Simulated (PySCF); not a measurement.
Can point charges reproduce the dipole moment of `[Si@@H](NC)([Si](O)([SiH3])O)CC`?

Coordinates (GFN2-xTB, Å) and charges (e) from the PBE0/pcSseg-1 density (PySCF):

| atom | x | y | z | Mulliken | IAO | Hirshfeld | ESP-fitted |
| --- | --- | --- | --- | --- | --- | --- | --- |
| C1 | -2.200 | -0.810 | -0.392 | -0.3048 | -0.4126 | -0.1242 | -0.1721 |
| C2 | -1.946 | 0.097 | 0.809 | -0.5763 | -0.5482 | -0.1671 | -0.0327 |
| Si3 | -0.124 | 0.718 | 0.889 | +0.5669 | +0.7114 | +0.2923 | +0.2550 |
| N4 | 0.229 | 1.817 | -0.392 | -0.6996 | -0.6670 | -0.2469 | -0.5604 |
| C5 | -0.606 | 2.950 | -0.705 | -0.0965 | -0.2953 | -0.0672 | -0.1520 |
| Si6 | 1.366 | -1.021 | 0.674 | +0.7239 | +0.9296 | +0.3218 | +0.6260 |
| O7 | 2.479 | -0.558 | 1.792 | -0.5559 | -0.7878 | -0.3138 | -0.7452 |
| O8 | 0.713 | -2.460 | 1.145 | -0.5698 | -0.7968 | -0.3126 | -0.7053 |
| Si9 | 2.330 | -1.705 | -1.317 | +0.1422 | +0.2334 | +0.1976 | +0.1134 |
| H10 | -1.962 | -0.291 | -1.318 | +0.1115 | +0.1318 | +0.0333 | +0.0485 |
| H11 | -3.244 | -1.120 | -0.437 | +0.1159 | +0.1390 | +0.0374 | +0.0461 |
| H12 | -1.582 | -1.704 | -0.338 | +0.1288 | +0.1368 | +0.0301 | +0.0254 |
| H13 | -2.224 | -0.436 | 1.720 | +0.1281 | +0.1357 | +0.0305 | +0.0043 |
| H14 | -2.614 | 0.959 | 0.747 | +0.1376 | +0.1401 | +0.0342 | +0.0236 |
| H15 | -0.079 | 1.544 | 2.119 | -0.0655 | -0.1329 | -0.0886 | -0.0834 |
| H16 | 0.753 | 1.505 | -1.195 | +0.1989 | +0.2510 | +0.1042 | +0.3122 |
| H17 | -1.039 | 3.327 | 0.219 | +0.1135 | +0.1423 | +0.0450 | +0.1117 |
| H18 | -1.426 | 2.693 | -1.386 | +0.1014 | +0.1198 | +0.0321 | +0.0798 |
| H19 | -0.016 | 3.747 | -1.163 | +0.1135 | +0.1412 | +0.0425 | +0.0823 |
| H20 | 3.209 | -1.115 | 2.052 | +0.2422 | +0.3610 | +0.1739 | +0.4604 |
| H21 | 0.249 | -2.561 | 1.971 | +0.2438 | +0.3621 | +0.1749 | +0.4485 |
| H22 | 1.464 | -2.563 | -2.133 | -0.0553 | -0.0923 | -0.0732 | -0.0497 |
| H23 | 2.657 | -0.553 | -2.174 | -0.0829 | -0.1116 | -0.0847 | -0.0942 |
| H24 | 3.599 | -2.441 | -1.181 | -0.0615 | -0.0907 | -0.0718 | -0.0423 |

Task: What dipole does each set of charges give (1 e·Å = 4.803 D), and what does the density give?

Result: The full density gives (-0.37, -0.32, 0.56) D, 0.74 D in size; dipole vectors point from the negative to the positive end.

```tsv
scheme	μx	μy	μz	size (D)	share of the full size (%)	angle to the full dipole (°)
Mulliken	-0.39	0.88	-0.20	0.99	133	110
IAO	-0.10	0.46	-0.03	0.48	64	111
Hirshfeld	0.27	0.12	0.44	0.54	72	74
ESP-fitted	-0.43	-0.29	0.55	0.76	102	5
```

Task: Which set comes closest?

Result: Length of the difference vector: ESP-fitted 0.07 D, Hirshfeld 0.79 D, IAO 1.02 D, Mulliken 1.42 D. Closest: ESP-fitted. 

Task: What is left for the Hirshfeld atoms' own dipoles?

Result: The Hirshfeld atoms' densities add up to the full density, so μ = Σ q r + Σ (atomic dipoles). The atomic dipoles sum to (-0.37, -0.32, 0.56) − (0.27, 0.12, 0.44) = (-0.64, -0.44, 0.12) D, 0.79 D in size.

Task: With the origin at the mean of the coordinates, (0.000, 0.001, 0.000) Å, which are the largest single terms, by size, of the IAO dipole along the direction of the full one?

Result: O8 -5.99, H21 +4.28, C2 -4.04, N4 +3.81, H16 -2.32 D; all 24 atoms together -0.17 D. The single terms depend on the origin, their sum doesn't.

Task: Give the size of the full dipole in other units.

Result: 0.74 D = 0.291 au = 0.154 e·Å = 2.47 × 10⁻³⁰ C·m.

Isolated species at its GFN2-xTB geometry (one conformer only).

These values come from a run that also computed NMR shieldings. The run took 2.4 min (with the writing of density and orbital grids) on one thread, Arm Neoverse N1 (aarch64), shared host, and the process peaked at 1.2 GiB of memory.
